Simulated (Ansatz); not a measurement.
Total energies of Ge(vinyl)2(NCO)2 (C₆H₆GeN₂O₂) from Ansatz at PBE0-D4/def2-TZVP, gas phase (1 Eh = 27.2114 eV = 2625.5 kJ/mol). The reference geometry is relaxed at PBE-D4/def2-SVP.

| state | geometry | energy (Eh) |
| --- | --- | --- |
| charge 0 singlet | reference | -2568.60850 |
| charge 1 doublet | reference | -2568.24112 |
| charge -1 doublet | reference | -2568.60487 |
| free Ge atom (triplet) | – | -2076.65516 |
| free C atom (triplet) | – | -37.80537 |
| free H atom (doublet) | – | -0.50104 |
| free N atom (quartet) | – | -54.54382 |
| free O atom (triplet) | – | -75.01860 |

(1) Work out the vertical ionisation energy to the doublet.

(2) Work out the vertical electron affinity, to the doublet.

(3) Give the fundamental gap IE − EA, the Mulliken electronegativity (IE + EA)/2 and the hardness (IE − EA)/2.

(4) What is the binding energy per atom against free atoms?

(1) E(charge 1 doublet) − E(charge 0 singlet) = -2568.24112 − (-2568.60850) = 0.36738 Eh = 10.00 eV. For comparison, −ε of the highest occupied level is 8.36 eV at this level, 1.64 eV less.

(2) E(charge 0 singlet) − E(charge -1 doublet) = -2568.60850 − (-2568.60487) = -0.00363 Eh = -0.10 eV; so near zero that its sign isn't settled. The basis lacks diffuse functions, which makes affinities too small.

(3) From the values in Eh: IE − EA = 0.36738 − (-0.00363) = 0.37101 Eh = 10.10 eV; (IE + EA)/2 = 4.95 eV; (IE − EA)/2 = 5.05 eV. The HOMO–LUMO gap of the same run is 6.98 eV, 3.12 eV smaller than the fundamental gap.

(4) Atoms: 1 × (-2076.65516) + 6 × (-37.80537) + 6 × (-0.50104) + 2 × (-54.54382) + 2 × (-75.01860) = -2565.61846 Eh. Binding: -2565.61846 − (-2568.60850) = 2.99004 Eh = 81.36 eV, or 4.79 eV for each of 17 atoms (no zero-point energy, no counterpoise term).

At PBE0-D4/def2-TZVP the highest occupied level of the charge -1 doublet lies above zero (up to 1.63 eV). Energy differences disagree on whether the electron is bound (positive means bound): -0.10 eV (vertical, to the charge 0 singlet, at PBE0-D4/def2-TZVP), but 0.13 eV at PBE-D4/def2-TZVP.
